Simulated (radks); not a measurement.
Problem. Numerical settings for neutral zirconium, [Kr] 4d2 5s2. All-electron calculation, scalar-relativistic Kohn-Sham, r2SCAN, spin-polarised, spherical densities, finite nucleus; open shells are filled with parallel spins first (spin-orbit coupling, left out, can overturn this in heavy ions); meta-GGA in the generalised Kohn-Sham scheme; Fermi nuclear charge, rms radius 4.2694 fm. Program: a radial shooting solver on a logarithmic mesh with Libxc functionals. The defaults (mesh step 0.008 in ln r, mesh end at 40 bohr or more with all orbitals vanishing there, Anderson mixing 0.5 over 9 steps, residual threshold near 1e-9 with the energy settled to 1e-9 hartree or 1e-11 of itself, here a cap of 74 iterations) give E = -3599.060 hartree and 5s at -4.111 eV in 14 iterations. Run on one thread of a shared host, so times are rough (Arm Neoverse N1): 0.28 s of CPU time, 0.28 s wall, 14 iterations on 2437 mesh points. One setting is changed at a time: mesh step in ln r 0.02; mesh step in ln r 0.005; mesh step in ln r 0.012; mesh end (bohr) 12; mesh end (bohr) 8; residual threshold 1e-05; residual threshold 1e-13; mixing 0.2; linear mixing, mixing 0.2; linear mixing, mixing 0.05; mixing history 2; iteration cap 3. Which runs fail to converge, and which converge to a wrong energy?

Solution. Not converged within the cap: residual threshold 1e-13; linear mixing, mixing 0.05; iteration cap 3. Settings that end as converged yet miss the energy by more than 1 mhartree: mesh end (bohr) 8 (+0.0113 hartree).
